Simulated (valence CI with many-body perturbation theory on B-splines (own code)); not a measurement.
# Nb: calculated level list

Calculated by relativistic CI+MBPT: five valence electrons over a frozen Dirac-Fock core [Kr], a basis of 9 s, 9 p, 9 d, 7 f, 4 g, 2 h functions for each j, with the one-electron correlation potential Σ1 (screened to all orders), the two-electron term Σ2, the three-electron term Σ3, Breit, model QED; selected single and double excitations, second order for the rest, scaled by the run's own slope (own B-spline code, finite nucleus).

Against 16 measured levels this calculation errs by 114 cm⁻¹ on average and by 317 at most. These come from a selection out of the NIST Handbook of Basic Atomic Spectroscopic Data. Levels without a partner in it may be off by more, other configurations by 1,000 to 4,000 cm⁻¹. Among the levels kept, up to 1200 cm⁻¹ of a level comes from second order outside the variational space, and about a tenth of that is noise between levels of different J, which matters for small intervals.

Levels 1 to 42 of 42, with energies above the lowest level, 4d⁴5s ⁶D_1/2. "Leading %" is the weight of the configuration and term that name the level; weights of strongly mixed levels are sums over their largest components and can fall short. In the jj column 3d3/2^4 stands for four electrons in 3d with j = 3/2.

| No. | Configuration | Term | J | E (cm⁻¹) | Leading % | g | Leading jj |
| --- | --- | --- | --- | --- | --- | --- | --- |
| 1 | 4d⁴5s | ⁶D | 1/2 | 0.0 | 95 | 3.330 | 4d3/2^2 4d5/2^2 5s (42 %) |
| 2 | 4d⁴5s | ⁶D | 3/2 | 149 | 95 | 1.866 | 4d3/2^3 4d5/2 5s (44 %) |
| 3 | 4d⁴5s | ⁶D | 5/2 | 376 | 96 | 1.656 | 4d3/2^2 4d5/2^2 5s (61 %) |
| 4 | 4d⁴5s | ⁶D | 7/2 | 679 | 95 | 1.585 | 4d3/2^2 4d5/2^2 5s (44 %) |
| 5 | 4d³5s² | ⁴F | 3/2 | 853 | 82 | 0.403 | 4d3/2^3 5s^2 (34 %) |
| 6 | 4d⁴5s | ⁶D | 9/2 | 1025 | 94 | 1.553 | 4d3/2 4d5/2^3 5s (42 %) |
| 7 | 4d³5s² | ⁴F | 5/2 | 1284 | 82 | 1.031 | 4d3/2^2 4d5/2 5s^2 (65 %) |
| 8 | 4d³5s² | ⁴F | 7/2 | 1845 | 81 | 1.240 | 4d3/2 4d5/2^2 5s^2 (62 %) |
| 9 | 4d³5s² | ⁴F | 9/2 | 2488 | 80 | 1.335 | 4d3/2 4d5/2^2 5s^2 (39 %) |
| 10 | 4d³5s² | ⁴P | 1/2 | 5047 | 46 | 2.652 | 4d3/2^2 4d5/2 5s^2 (30 %) |
| 11 | 4d³5s² | ⁴P | 3/2 | 5335 | 47 | 1.724 | 4d3/2^2 4d5/2 5s^2 (24 %) |
| 12 | 4d³5s² | ⁴P | 5/2 | 5980 | 49 | 1.600 | 4d3/2 4d5/2^2 5s^2 (31 %) |
| 13 | 4d⁴5s | ⁴D | 1/2 | 8373 | 83 | 0.044 | 4d3/2^3 4d5/2 5s (36 %) |
| 14 | 4d⁴5s | ⁴D | 3/2 | 8638 | 86 | 1.202 | 4d3/2^2 4d5/2^2 5s (45 %) |
| 15 | 4d³5s² | ²G | 7/2 | 8680 | 74 | 0.893 | 4d3/2^2 4d5/2 5s^2 (39 %) |
| 16 | 4d⁴5s | ⁴D | 5/2 | 8957 | 85 | 1.366 | 4d3/2^2 4d5/2^2 5s (47 %) |
| 17 | 4d³5s² | ²G | 9/2 | 9163 | 70 | 1.101 | 4d3/2^2 4d5/2 5s^2 (44 %) |
| 18 | 4d⁴5s | ⁴D | 7/2 | 9407 | 86 | 1.421 | 4d3/2 4d5/2^3 5s (39 %) |
| 19 | 4d³5s² | ²D | 3/2 | 9587 | 45 | 0.956 | 4d3/2 4d5/2^2 5s^2 (31 %) |
| 20 | 4d³5s² | ²P | 1/2 | 10278 | 59 | 0.652 | 4d3/2 4d5/2^2 5s^2 (34 %) |
| 21 | 4d³5s² | ²D | 5/2 | 10349 | 57 | 1.204 | 4d3/2 4d5/2^2 5s^2 (35 %) |
| 22 | 4d⁴5s | ⁴H | 7/2 | 10850 | 89 | 0.684 | 4d3/2^2 4d5/2^2 5s (39 %) |
| 23 | 4d⁴5s | ⁴H | 9/2 | 10968 | 87 | 0.985 | 4d3/2^2 4d5/2^2 5s (54 %) |
| 24 | 4d⁵ | ⁶S | 5/2 | 10978 | 92 | 2.000 | 4d3/2^2 4d5/2^3 (40 %) |
| 25 | 4d⁴5s | ⁴H | 11/2 | 11179 | 89 | 1.139 | 4d3/2^2 4d5/2^2 5s (72 %) |
| 26 | 4d³5s² | ²P | 3/2 | 11445 | 45 | 1.185 | 4d5/2^3 5s^2 (48 %) |
| 27 | 4d⁴5s | ⁴H | 13/2 | 11455 | 94 | 1.230 | 4d3/2 4d5/2^3 5s (49 %) |
| 28 | 4d³5s² | ²H | 9/2 | 11840 | 64 | 0.922 | 4d3/2 4d5/2^2 5s^2 (32 %) |
| 29 | 4d⁴5s | ⁴G | 5/2 | 12160 | 63 | 0.705 | 4d3/2^2 4d5/2^2 5s (54 %) |
| 30 | 4d³5s² | ²H | 11/2 | 12259 | 68 | 1.092 | 4d3/2 4d5/2^2 5s^2 (68 %) |
| 31 | 4d⁴5s | ⁴G | 7/2 | 12288 | 54 | 1.065 | 4d3/2^2 4d5/2^2 5s (47 %) |
| 32 | 4d⁴5s | ⁴G | 9/2 | 12504 | 47 | 1.227 | 4d3/2 4d5/2^3 5s (36 %) |
| 33 | 4d⁴5s | ⁴F | 3/2 | 12538 | 87 | 0.404 | 4d3/2^2 4d5/2^2 5s (48 %) |
| 34 | 4d⁴5s | ⁴F | 5/2 | 12867 | 60 | 0.897 | 4d3/2 4d5/2^3 5s (46 %) |
| 35 | 4d⁴5s | ⁴G | 11/2 | 13096 | 83 | 1.265 | 4d3/2 4d5/2^3 5s (71 %) |
| 36 | 4d⁴5s | ⁴F | 7/2 | 13152 | 53 | 1.142 | 4d3/2 4d5/2^3 5s (44 %) |
| 37 | 4d⁴5s | ⁴F | 9/2 | 13301 | 47 | 1.257 | 4d3/2^2 4d5/2^2 5s (37 %) |
| 38 | 4d⁴5s | ²F | 5/2 | 13449 | 55 | 0.862 | 4d3/2^2 4d5/2^2 5s (31 %) |
| 39 | 4d⁴5s | ²F | 7/2 | 13565 | 52 | 1.145 | 4d3/2 4d5/2^2 5s^2 (24 %) |
| 40 | 4d⁴5s | ⁴P | 1/2 | 14123 | 51 | 2.622 | 4d3/2^4 5s (30 %) |
| 41 | 4d⁴5s | ⁴P | 3/2 | 14675 | 53 | 1.715 | 4d3/2^3 4d5/2 5s (22 %) |
| 42 | 4d⁴5s | ⁴P | 5/2 | 15335 | 42 | 1.539 | 4d3/2^2 4d5/2^2 5s (33 %) |

Names give the largest LS component (configuration and term), which can be under half, so a name can repeat, a term be missing and a line seem to break the LS rules; names also repeat where a configuration has a term twice.

The ionisation energy to 4d⁴ ⁵D0 of the next ion comes out as 6.6958 eV (NIST: 6.75885 eV (measured), further off than twice its uncertainty). All 42 levels together are meant to be complete up to 15557 cm⁻¹.
